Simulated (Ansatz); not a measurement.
Start from `C=[C]([GeH3])[InH2]` and change one atom or group to get `C=[C](S)[GeH3]`.

Ansatz, PBE0-D4/def2-TZVP geometries, multiplicity 1. Each molecule was computed in one conformer, which needn't be the lowest.

Elements past krypton have def2 core potentials. Scalar relativity is left out up to krypton.

| property | `C=[C]([GeH3])[InH2]` |
| --- | --- |
| size of the dipole moment (B3LYP/def2-TZVPP) / D | 0.61 |
| HOMO–LUMO gap (B3LYP/def2-TZVPP) / eV | 4.89 |
| LUMO energy (B3LYP/def2-TZVPP) / eV | -2.15 |
| HOMO energy (B3LYP/def2-TZVPP) / eV | -7.04 |
| HOMO–LUMO gap (PBE0/def2-TZVPP) / eV | 5.33 |
| LUMO energy (PBE0/def2-TZVPP) / eV | -1.88 |

(1) Give the same properties after the change, and the shifts. (Best estimate.)

Answers

(1) The calculation gave: 
```tsv
property	`C=[C](S)[GeH3]`	shift
size of the dipole moment (B3LYP/def2-TZVPP) / D	0.79	0.18
HOMO–LUMO gap (B3LYP/def2-TZVPP) / eV	5.80	0.91
LUMO energy (B3LYP/def2-TZVPP) / eV	-0.64	1.51
HOMO energy (B3LYP/def2-TZVPP) / eV	-6.44	0.60
HOMO–LUMO gap (PBE0/def2-TZVPP) / eV	6.23	0.90
LUMO energy (PBE0/def2-TZVPP) / eV	-0.43	1.45
```

With PBE0 the HOMO rises by 0.55 eV and the LUMO rises by 1.45 eV, so the gap widens by about 0.90 eV. PBE moves the HOMO by 0.55 eV and ωB97M-V by 0.51 eV. Dipoles are sizes alone; their direction can turn.

Positive LUMOs are unbound, so they and the gaps depend on the basis.

B3LYP here is the variant with VWN-RPA as its local correlation; programs differ in this.
